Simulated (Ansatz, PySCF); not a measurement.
This PySCF input computes a PBE0/def2-TZVPD energy:

```python
from pyscf import gto, scf, dft

mol = gto.M(
    atom='''
    Se    0.01926114   -0.01724611    0.40055910
    F     0.64744174    1.14626581   -0.74154371
    F    -0.72020603   -1.08111382   -0.77167957
    ''',
    basis='def2-tzvpd',
    charge=0,
    spin=0,
    verbose=4,
)

mf = dft.RKS(mol, xc='pbe0').density_fit(auxbasis='def2-universal-jkfit')
mf.grids.level = 3
mf.conv_tol = 1e-9
mf.max_cycle = 100
mf.max_memory = 1500
mf.kernel()
if not mf.converged:
    mf = mf.newton()
    mf.kernel(mf.make_rdm1())
mf.analyze()
```

Task: Write an input for the same energy in Ansatz (an electronic-structure program) and say what it gives.

Result: 
Ansatz 0.2 input:
```yaml
crystal:
  periodic: [false, false, false]
  atoms:
    - {symbol: Se, position_ang: [0.01926114, -0.01724611, 0.40055910]}
    - {symbol: F, position_ang: [0.64744174, 1.14626581, -0.74154371]}
    - {symbol: F, position_ang: [-0.72020603, -1.08111382, -0.77167957]}
basis:
  gaussian:
    orbitals: def2-TZVPD
hamiltonian:
  xc: {name: PBE0}
output: {forces: true}
```
It gives -2600.82066 Eh, and PySCF -2600.82071 Eh, a difference of 0.05 mEh, from the treatment of integrals and grids.
